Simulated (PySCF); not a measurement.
Species: C8H9F3Si.
Bonds: F1–C2, C2–F3, C2–F4, C2–C5, C5–C6 (aromatic), C6–C7 (aromatic), C7–C8 (aromatic), C8–C9, C9–Si10, C8–C11 (aromatic), C11–C12 (aromatic), C5–C12 (aromatic). Hydrogens: H13 on C6; H14 on C7; H15, H16 on C9; H17, H18, H19 on Si10; H20 on C11; H21 on C12.

Computed, not measured: PBE0-D3(BJ)/def2-SVP geometry optimisation, gas phase (PySCF 2.14.0).

(1) List the bond lengths, angles and torsions at this level.

Results:

(1) 
```tsv
bond	length (Å)	order
F1–C2, C2–F3, C2–F4	1.337	single
C2–C5	1.501	single
C5–C6, C5–C12	1.395	aromatic
C6–C7, C11–C12	1.390	aromatic
C7–C8, C8–C11	1.402	aromatic
C8–C9	1.498	single
C9–Si10	1.898	single
C6–H13, C12–H21	1.092	single
C7–H14, C11–H20	1.093	single
C9–H15, C9–H16	1.102	single
Si10–H17, Si10–H18, Si10–H19	1.494	single
```

Bonds in one row agree within 0.01 Å and their mean is given. Orders are formal, as drawn. A selection of angles:
```tsv
angle	degrees
F1–C2–F3	107.6
F1–C2–C5	111.7
C2–C5–C6	120.0
C6–C5–C12	119.8
C5–C6–C7	119.9
C6–C7–C8	121.1
C7–C8–C9	121.0
C7–C8–C11	118.1
C8–C9–Si10	111.7
```

Dihedral angles: F1–C2–C5–C6 -153° (antiperiplanar); C7–C8–C9–Si10 -88° (synclinal).

All 3 C–F bonds measure 1.337 to 1.339 Å. The 6-membered ring C5–C6–C7–C8–C11–C12 has internal angles of 118.1° to 121.2° (sum 720°, against 720° for a flat polygon); it is planar, 0.00 Å rms from its mean plane, widest ring torsion 0°. Of the pairs four or more bonds apart, F1···H21 is among the closest relative to their van der Waals radii: 2.46 Å, 92 % of the sum of Bondi's values. Si10 (SiH3 silicon) is tetrahedral (angles from 109.1° to 110.0°). The C–C distances run from 1.390 Å (C6–C7, aromatic) to 1.501 Å (C2–C5, drawn single), a spread of 0.111 Å.

No PBE0-D3(BJ)/def2-SVP frequencies stand behind this structure, so it isn't proved a minimum. One conformer, not necessarily the lowest.
